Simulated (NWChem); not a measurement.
System: CH6AlFSi; SMILES [CH3][Al]([F])[SiH3]

Here is an NWChem input.

```
start job
memory heap 200 mb stack 900 mb global 1100 mb
geometry units angstroms noautoz
  Al     0.083530    -0.532374    -0.001785
  F      1.663091    -1.090657     0.006833
  C     -1.319149    -1.879820    -0.001052
  H     -1.215195    -2.546172    -0.874346
  H     -2.332850    -1.450451    -0.019499
  H     -1.237299    -2.520292     0.893797
  Si    -0.150518     1.907653    -0.004364
  H     -1.584754     2.326462    -0.119241
  H      0.598528     2.525921    -1.145456
  H      0.392796     2.499453     1.261313
end
basis spherical
  * library def2-svp
end
dft
  xc r2scan
  grid xcoarse
  iterations 150
  mulliken
end
task dft gradient
```

Parts of the log:

```
             Northwest Computational Chemistry Package (NWChem) 7.3.0
             --------------------------------------------------------

 C1  symmetry detected

                             Geometry "geometry" -> ""
                             -------------------------

 Output coordinates in angstroms (scale by  1.889725989 to convert to a.u.)

  No.       Tag          Charge          X              Y              Z
 ---- ---------------- ---------- -------------- -------------- --------------
    1 Al                  13.0000     0.04793515    -0.52497830    -0.00216325
    2 F                    9.0000     1.60269153    -1.14907064     0.00075454
    3 C                    6.0000    -1.41005249    -1.81237246     0.00065462
    4 H                    1.0000    -1.33674908    -2.48097836    -0.87402623
    5 H                    1.0000    -2.40488971    -1.34080982    -0.01401932
    6 H                    1.0000    -1.35250053    -2.45727223     0.89421525
    7 Si                  14.0000    -0.08350410     1.92272190    -0.00009034
    8 H                    1.0000    -1.49923327     2.40154970    -0.10993324
    9 H                    1.0000     0.68744152     2.51099709    -1.14245252
   10 H                    1.0000     0.48792267     2.48899549     1.26488447

 Effective nuclear repulsion energy (a.u.)     191.7556884405

                                 NWChem DFT Module
                                 -----------------

 Summary of "ao basis" -> "ao basis" (spherical)
 ------------------------------------------------------------------------------
       Tag                 Description            Shells   Functions and Types
 ---------------- ------------------------------  ------  ---------------------
 Al                         def2-svp                 8       18   4s3p1d
 F                          def2-svp                 6       14   3s2p1d
 C                          def2-svp                 6       14   3s2p1d
 H                          def2-svp                 3        5   2s1p
 Si                         def2-svp                 8       18   4s3p1d

            General Information
            -------------------
          SCF calculation type: DFT
          Wavefunction type:  closed shell.
          No. of atoms     :    10
          No. of electrons :    48
           Alpha electrons :    24
            Beta electrons :    24
          Charge           :     0
          Spin multiplicity:     1
          Use of symmetry is: off; symmetry adaption is: off
          Maximum number of iterations: 150
          AO basis - number of functions:    94
                     number of shells:    46
          Convergence on energy requested:  1.00D-06
          Convergence on density requested:  1.00D-05
          Convergence on gradient requested:  5.00D-04

              XC Information
              --------------
                      r^2SCAN Method XC Functional
               r^2SCAN metaGGA Exchange Functional  1.000
                     r^2SCAN Correlation Potential  1.000

             Grid Information
             ----------------
          Grid used for XC integration:  xcoarse
          Radial quadrature: Mura-Knowles
          Angular quadrature: Lebedev.
          Tag              B.-S. Rad. Rad. Pts. Rad. Cut. Ang. Pts.
          ---              ---------- --------- --------- ---------
          Al                  1.25       42           9.0       194
          F                   0.50       21          11.0       194
          C                   0.70       21          11.0       194
          H                   0.35       21          13.0       194
          Si                  1.10       42          11.0       194
          Grid pruning is: on
          Number of quadrature shells:   252
          Spatial weights used:  Erf1

      Superposition of Atomic Density Guess
      -------------------------------------

 Sum of atomic energies:        -670.44295749

      Non-variational initial energy
      ------------------------------

 Total energy =    -671.531434
 1-e energy   =   -1310.809519
 2-e energy   =     447.522397
 HOMO         =      -0.291991
 LUMO         =       0.000040

     ---------------------------------------------
      Total Density - Mulliken Population Analysis
     ---------------------------------------------

    Atom       Charge   Shell Charges
 -----------   ------   -------------------------------------------------------
    1 Al  13    11.84   2.00  1.99  0.87  0.17  5.93  0.52  0.21  0.14
    2 F    9     9.69   1.99  1.15  0.79  3.58  2.18  0.00
    3 C    6     6.74   1.99  0.97  0.30  2.15  1.32  0.01
    4 H    1     0.86   0.65  0.19  0.03
    5 H    1     0.86   0.65  0.19  0.03
    6 H    1     0.86   0.65  0.19  0.03
    7 Si  14    13.99   2.00  1.99  1.03  0.34  5.94  1.16  1.45  0.08
    8 H    1     1.05   0.68  0.36  0.01
    9 H    1     1.05   0.68  0.36  0.01
   10 H    1     1.05   0.68  0.36  0.01

   convergence    iter        energy       DeltaE   RMS-Dens  Diis-err
 ---------------- ----- ----------------- --------- --------- ---------
 d= 0,ls=0.0,diis     1   -673.0916690576 -8.65D+02  1.97D-02  6.20D-01
 d= 0,ls=0.0,diis     2   -672.8730897954  2.19D-01  1.28D-02  3.09D+00
 d= 0,ls=0.0,diis     3   -673.1651840771 -2.92D-01  1.96D-03  2.06D-02
 d= 0,ls=0.0,diis     4   -673.1656945150 -5.10D-04  9.76D-04  1.29D-02
 d= 0,ls=0.0,diis     5   -673.1675723758 -1.88D-03  1.40D-04  1.44D-04
  Resetting Diis
 d= 0,ls=0.0,diis     6   -673.1675917345 -1.94D-05  4.48D-05  1.31D-05
 d= 0,ls=0.0,diis     7   -673.1675941796 -2.45D-06  9.89D-06  2.57D-07
 d= 0,ls=0.0,diis     8   -673.1675941699  9.63D-09  5.31D-06  4.42D-07

         Total DFT energy =     -673.167594169943
      One electron energy =    -1314.685481745311
           Coulomb energy =      507.369148969846
    Exchange-Corr. energy =      -57.606949834947
 Nuclear repulsion energy =      191.755688440470

 Numeric. integr. density =       48.000536581634

                       DFT Final Molecular Orbital Analysis
                       ------------------------------------

 Vector   22  Occ=2.000000D+00  E=-3.218327D-01
              MO Center= -3.9D-01,  1.7D+00, -5.8D-02, r^2= 3.9D+00
   Bfn.  Coefficient  Atom+Function         Bfn.  Coefficient  Atom+Function
  ----- ------------  ---------------      ----- ------------  ---------------
    80      0.312385   8 H  s                69     -0.263307   7 Si px
    72     -0.225350   7 Si px               85     -0.209827   9 H  s
    90     -0.184258  10 H  s                81      0.155347   8 H  s
    66      0.152789   7 Si px               22     -0.127120   2 F  px
     3      0.118961   1 Al s                36      0.118579   3 C  px

 Vector   23  Occ=2.000000D+00  E=-3.126791D-01
              MO Center= -5.8D-01, -2.9D-01, -1.7D-02, r^2= 4.6D+00
   Bfn.  Coefficient  Atom+Function         Bfn.  Coefficient  Atom+Function
  ----- ------------  ---------------      ----- ------------  ---------------
     3      0.312814   1 Al s                22     -0.246333   2 F  px
    36      0.246144   3 C  px               80     -0.207090   8 H  s
     2      0.197514   1 Al s                37      0.183268   3 C  py
     8     -0.162945   1 Al px               25      0.154408   2 F  px
    70     -0.129734   7 Si py               81     -0.129466   8 H  s

 Vector   24  Occ=2.000000D+00  E=-2.468855D-01
              MO Center= -3.4D-01,  2.2D-01, -1.0D-03, r^2= 4.4D+00
   Bfn.  Coefficient  Atom+Function         Bfn.  Coefficient  Atom+Function
  ----- ------------  ---------------      ----- ------------  ---------------
    73      0.324670   7 Si py               70      0.272208   7 Si py
    65     -0.236208   7 Si s                 9     -0.229288   1 Al py
    37      0.221607   3 C  py               36      0.203267   3 C  px
    35      0.182575   3 C  s                23     -0.164897   2 F  py
    39      0.165283   3 C  px               67     -0.149912   7 Si py

 Vector   25  Occ=0.000000D+00  E=-6.939911D-02
              MO Center= -2.0D-02,  6.9D-02, -1.2D-02, r^2= 4.3D+00
   Bfn.  Coefficient  Atom+Function         Bfn.  Coefficient  Atom+Function
  ----- ------------  ---------------      ----- ------------  ---------------
    13      0.609022   1 Al pz               74      0.391960   7 Si pz
    91     -0.354538  10 H  s                10      0.343565   1 Al pz
    86      0.327763   9 H  s                 7     -0.178037   1 Al pz
    48      0.175303   4 H  s                58     -0.174995   6 H  s
    24      0.160273   2 F  pz               27     -0.144738   2 F  pz

[...]

                         DFT ENERGY GRADIENTS

    atom               coordinates                        gradient
                 x          y          z           x          y          z
   1 Al      0.090584  -0.992065  -0.004088    0.001939  -0.000097  -0.000016
   2 F       3.028648  -2.171429   0.001426   -0.001649   0.000855  -0.000009
   3 C      -2.664613  -3.424887   0.001237   -0.001214  -0.001742   0.000016
   4 H      -2.526089  -4.688369  -1.651670    0.000374   0.000274  -0.000297
   5 H      -4.544583  -2.533763  -0.026493    0.000029   0.000583  -0.000023
   6 H      -2.555855  -4.643571   1.689822    0.000352   0.000268   0.000304
   7 Si     -0.157800   3.633418  -0.000171    0.000110   0.003059   0.000219
   8 H      -2.833140   4.538271  -0.207744    0.002223  -0.000991   0.000255
   9 H       1.299076   4.745096  -2.158922   -0.001345  -0.000957   0.001588
  10 H       0.922040   4.703519   2.390285   -0.000820  -0.001251  -0.002037
```

Level: r2SCAN/def2-SVP. The geometry was optimised at PBE0/def2-SVP.
